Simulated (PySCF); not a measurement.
# Excitation energy of Sn²⁺ by level of theory

Sn²⁺ [Kr] 4d10 5s2 (1S) → Sn²⁺ [Kr] 4d10 5s1 5p1 (3P), as a difference of total energies. Calculation: PySCF 2.14, in x2c-TZVPPall (8s6p4d2f, 60 functions); scalar relativity by spin-free X2C-1e. Correlated levels: valence: [Kr] 4d10 frozen; valence and next inner shell: [Ar] 3d10 frozen. The calculations carry no spin-orbit coupling.

| method | excitation energy (eV) |
| --- | --- |
| UHF | 5.662 |
| LDA | 7.657 |
| PBE | 7.391 |
| PBE0 | 7.035 |
| r2SCAN | 6.871 |
| wB97X-V | 7.109 |
| M06 | 7.833 |
| MN15 | 7.121 |
| PBEsol | 7.344 |
| MP2 (valence) | 6.272 |
| SCS-MP2 (valence) | 6.443 |
| MP2 (valence and next inner shell) | 7.149 |
| SCS-MP2 (valence and next inner shell) | 7.202 |

Question: How much does correlation contribute at MP2 (valence and next inner shell)?

Answer: 7.149 − (5.662) = 1.487 eV, measured against UHF.

A first-order spin-orbit estimate (lowest level to lowest level, LS coupling) adds -0.401 eV.

The basis was made for the ground configuration and has no added diffuse functions, so the excitation energy can come out too high.
